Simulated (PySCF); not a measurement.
Z-matrix (Å, degrees):
```
N
H 1 1.0078
H 1 1.0078 2 110.90
Si 1 1.7249 2 119.88 3 -146.56
H 4 1.4933 1 107.25 2 -48.88
H 4 1.4934 5 110.48 1 116.57
```
Charge 0, spin multiplicity 2.

Question: What is the computed dipole moment, total energy and highest occupied spin orbital (PBE0-D4/def2-TZVP in PySCF 2.14.0)?

Answer: 
```
Item                                  Value
-----------------------------  ------------
dipole moment                        1.61 D
total energy                   -346.4646 Ha
highest occupied spin orbital      -5.30 eV
```
